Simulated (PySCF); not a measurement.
Working out the ionisation energy of Ni⁺

Ni⁺ [Ar] 3d9 (2D) → Ni²⁺ [Ar] 3d8 (3F). Calculation: PySCF 2.14, in aug-cc-pVDZ-DK (7s6p4d2f, 59 functions); scalar relativity by spin-free X2C-1e. Frozen: [Ar]. Energies in hartree (1 hartree = 27.21139 eV):

```csv
part,Ni⁺ (lower),Ni²⁺ (upper)
UHF,-1518.796299,-1518.241467
MP2 opposite-spin,-0.204447,-0.129635
MP2 same-spin,-0.122475,-0.082749
```

Question: What does Hartree-Fock give?

Answer: (-1518.241467) − (-1518.796299) = 0.554832 hartree = 15.098 eV.

Question: What do MP2 and SCS-MP2 (6/5 opposite-spin, 1/3 same-spin) give?

Answer: The opposite-spin parts differ by 2.036 eV and the same-spin parts by 1.081 eV. MP2: 15.098 + (2.036) + (1.081) = 18.215 eV. SCS-MP2: 15.098 + 1.2 × (2.036) + (1.081)/3 = 17.902 eV.

A first-order spin-orbit estimate adds -0.051 eV to MP2 (valence), giving 18.164 eV against 18.169 eV (measured; NIST Atomic Spectra Database, ionization energies).

A double-zeta basis recovers only part of the correlation energy.

What remains against the reference includes basis incompleteness, the frozen core and correlation beyond second order.
